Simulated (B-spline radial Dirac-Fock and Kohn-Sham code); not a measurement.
Dipole and non-dipole photoemission parameters of Hf 5p1/2

System: neutral hafnium, configuration 1s2 2s2 2p6 3s2 3p6 3d10 4s2 4p6 4d10 4f14 5s2 5p6 5d2 6s2; threshold 45.65 eV (orbital energy of the model). Calculated with an atomic code on a B-spline grid, using Dirac-Hartree-Slater photoionisation with a Latter tail; cross sections with all multipoles, angular parameters from the dipole term and its interference with E2.

```
hν (eV)  σ (kb)       β       γ       δ
   58.4    1980   1.936  -0.029  -0.004
   62.9    1500   1.940   0.001  -0.006
   87.2     432   1.630   0.290  -0.022
    100     262   1.363   0.391  -0.027
    110     188   1.131   0.424  -0.029
    117     153   0.962   0.425  -0.028
    132     105   0.618   0.382  -0.023
    140    88.6   0.457   0.341  -0.018
    213    37.2  -0.034  -0.034   0.030
    260    29.2   0.169  -0.057   0.041
    325    23.5   0.512   0.038   0.041
    400    19.6   0.819   0.165   0.034
    600    13.3   1.263   0.343   0.017
    656    12.1   1.333   0.358   0.013
    921    8.28   1.530   0.336   0.004
   1000    7.49   1.564   0.315   0.003
   1020       ?       ?       ?       ?
   1120    6.49   1.603   0.278   0.001
 1253.6    5.59   1.636   0.235   0.000
   1490    4.40   1.673   0.164  -0.002
   1990    2.86   1.709   0.052  -0.003
   2300    2.27   1.717   0.011  -0.004
 2984.4    1.46   1.716  -0.019  -0.004
   3540    1.07   1.708  -0.002  -0.005
   5070   0.538   1.670   0.141  -0.004
   5520   0.453   1.658   0.197  -0.003
   6490   0.324   1.631   0.324  -0.001
 9251.7   0.149   1.560   0.690   0.010
  11300  0.0941   1.512   0.942   0.020
  15000  0.0476   1.437   1.345   0.041
```

**Question.** Give the values at 1020 eV.

**Answer.** σ = 7.31 kb, β = 1.571, γ = 0.309, δ = 0.002.
